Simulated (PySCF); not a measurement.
## Excitation energy of In by level of theory

In [Kr] 4d10 5s2 5p1 (2P) → In [Kr] 4d10 5s1 5p1 6s1 (4P), as a difference of total energies. Calculation: PySCF 2.14, in aug-cc-pVQZ-PP with one added diffuse shell each of s, p, d, f, g type with ECP28MDF (8s8p6d4f3g, 117 functions); a scalar-relativistic core potential. Correlated levels: valence: 4s2 4p6 4d10 frozen. The calculations carry no spin-orbit coupling.

| method | excitation energy (eV) |
| --- | --- |
| UHF | 6.595 |
| LDA | 8.657 |
| PBE | 8.302 |
| PBE0 | 8.045 |
| r2SCAN | 8.164 |
| MN15 | 8.547 |
| r2SCAN0 | 7.996 |
| r2SCANh | 8.096 |
| MP2 (valence) | 7.313 |
| SCS-MP2 (valence) | 7.536 |

Q: How much does correlation contribute at MP2 (valence)?

A: 7.313 − (6.595) = 0.718 eV, measured against UHF.

The upper state lies above the first ionisation limit, but in LS coupling its spin forbids autoionisation to the ground ion; at this Z spin-orbit coupling breaks that rule. A Rydberg-like electron needs more diffuse functions than a valence basis has.

The promoted electron is Rydberg-like, and one or two diffuse shells describe it only roughly, which tends to raise the upper state.
